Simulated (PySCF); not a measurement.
Al(F)(GeH3)(Me) (CH6AlFGe), SMILES [F][Al]([GeH3])[CH3].

The structure is a stationary point at PBE0-D3(BJ)/def2-SVP. The structure was generated by enumeration; whether it is a known compound was not checked.

Level of theory: C-PCM-M06-2X/def2-SVP (PySCF).

The values are the electrostatic part of the solvation free energy, E(continuum) − E(gas) at the gas-phase geometry, in a cavity of scaled van der Waals radii (PySCF's table); cavitation and dispersion terms are not included. A continuum can't describe solvent molecules that bind to the metal. In vacuum the orbital gap is 7.88 eV. The dipole moment in vacuum is 1.77 D.

```tsv
solvent	ε	ΔG(elec) (kcal/mol)	dipole (D)	gap (eV)
water	78.36	-6.0	2.17	8.15
dichloromethane	8.93	-5.4	2.12	8.12
toluene	2.37	-3.4	1.98	8.03
```
